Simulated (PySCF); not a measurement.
Ga(Et)2(OH), SMILES C[CH2][Ga]([OH])[CH2]C (C₄H₁₁GaO) (GFN2-xTB optimised geometry):

```
17

Ga    -0.131    -0.001     0.000
C      1.939    -0.001     0.000
C      2.545     1.400     0.009
H      2.269    -0.558    -0.882
H      2.268    -0.569     0.875
H      2.229     1.955     0.892
H      2.234     1.964    -0.871
H      3.635     1.350     0.012
C     -1.493     1.579     0.000
C     -2.933     1.085     0.096
H     -1.352     2.163    -0.915
H     -1.260     2.244     0.837
H     -3.087     0.526     1.021
H     -3.170     0.426    -0.741
H     -3.635     1.921     0.081
O     -0.701    -1.631    -0.004
H     -1.429    -2.244    -0.005
```

Computed with CAM-B3LYP/def2-SVP run with PySCF.

Q: What are the frontier orbital energies and the dipole moment?

A: HOMO-2 -9.92 eV, HOMO-1 -9.71 eV, HOMO -7.89 eV, LUMO 0.83 eV, LUMO+1 1.42 eV; dipole moment 0.93 D.

Meta-Löwdin charges at CAM-B3LYP/def2-SVP: Ga1 0.68, C2 -0.36, C3 -0.27, H4 0.10, H5 0.10, H6 0.09, H7 0.09, H8 0.09, C9 -0.36, C10 -0.27, H11 0.10, H12 0.09, H13 0.09, H14 0.09, H15 0.09, O16 -0.66, H17 0.33.
